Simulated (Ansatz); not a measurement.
System: sum formula HSiO, charge 1, multiplicity 1. It need not be the lowest isomer of its formula. 
Structure (B3LYP-D3(BJ)/def2-TZVP (Ansatz, a program for electronic structure) minimum search):
```xyz
3

O      0.0000     0.0000    -0.8973
Si     0.0000     0.0000     0.6459
H      0.0000     0.0000    -1.8643
```
Charge +1, spin multiplicity 1.

Basis-set convergence of Hartree-Fock and CCSD correlation energies (hartree) with Ansatz. Valence correlation only, unless marked. No spin-orbit coupling. No relativistic terms.

| basis | functions | E(HF) | E(corr, CCSD) |
|---|---|---|---|
| def2-SVP | 37 | -363.97267 | -0.26538 |
| def2-TZVPP | 87 | -364.17457 | -0.32368 |
| def2-QZVPP | 157 | -364.18686 | -0.34479 |

Extrapolating the two largest sets (X = 3 and 4) as X^-3: E(corr) = (64·(-0.34479) - 27·(-0.32368))/37 = -0.3602 Eh, an estimate of the basis-set limit. The largest set recovers 95.7 % of it, the smallest 73.7 %.
